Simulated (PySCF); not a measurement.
Compound: C₅H₇ClFO₂ (doublet state).
Z-matrix (Å and degrees, GFN2-xTB geometry), rows numbered from 1:
```
F 
C   1  1.3969
C   2  1.4759  1  109.94
C   3  1.4395  2  121.97  1   -34.85
Cl  4  1.8742  3  109.01  2   -85.77
C   2  1.5760  1  106.56  3  -124.94
O   6  1.4009  2  103.51  1  -119.24
C   7  1.3953  6  105.55  2    25.64
O   2  1.3808  1  109.18  3   123.54
H   3  1.0757  2  115.69  1   157.69
H   4  1.0863  3  113.47  2   159.76
H   4  1.0870  3  113.85  2    29.37
H   6  1.0891  2  113.21  1   122.68
H   6  1.0969  2  107.93  1    -0.04
H   8  1.1050  7  111.34  6    80.69
H   8  1.0908  7  109.85  6  -156.30
```

The hyperfine couplings belong to this conformer and change with its torsions.

Identity: `F[C@]1([CH]CCl)COCO1` [radical].

Theory: PySCF 2.14.0, UKS B3LYP, pcH-1 on C Cl F H O, non-relativistic, mean-field spin-orbit, GIAO. Isolated species at its GFN2-xTB geometry (one conformer only). Couplings are sensitive to structure, and on GFN2-xTB geometries they can be far from those on DFT ones. Stability of the SCF solution: not tested.

Question: Match the computed a_iso(13C) values +85.3, +38.4, -30.6, -4.6, -2.1 MHz with the sites C2; C3; C4; C6; C8.

Answer: 
```
site  a_iso (MHz)  ρ(0) (bohr⁻³)                 position  distance from C3 (Å)  spin population  largest |T| (MHz)
  C2        -30.6        -0.0272           1 bond from C3                  1.48            -0.05                4.2
  C3        +85.3        +0.0759  largest spin population                  0.00            +0.93              151.2
  C4         -4.6        -0.0040           1 bond from C3                  1.44            -0.07                5.0
  C6        +38.4        +0.0341          2 bonds from C3                  2.57            +0.04               10.7
  C8         -2.1        -0.0019          3 bonds from C3                  3.49             0.00                0.6
```

Question: The isotropic 17O couplings are -9.0, -0.5 MHz. Assign them to O7; O9.

Answer: 
```json
{"site": "O7", "a_iso (MHz)": "-0.5", "ρ(0) (bohr⁻³)": "+0.0008", "position": "3 bonds from C3", "distance from C3 (Å)": "3.43", "spin population": "+0.01", "largest |T| (MHz)": "5.2"}
{"site": "O9", "a_iso (MHz)": "-9.0", "ρ(0) (bohr⁻³)": "+0.0149", "position": "2 bonds from C3", "distance from C3 (Å)": "2.37", "spin population": "+0.01", "largest |T| (MHz)": "4.5"}
```

ρ(0) is the spin density at the nucleus and T the dipolar tensor; a_iso includes a spin–orbit part. Largest spin populations (Mulliken): C3 (+0.93), Cl5 (+0.15) and C4 (-0.07). The angles at C3 add up to 358.8°, so it is planar; its axial dipolar tensor and the negative coupling of its proton fit spin in a p orbital normal to that plane.
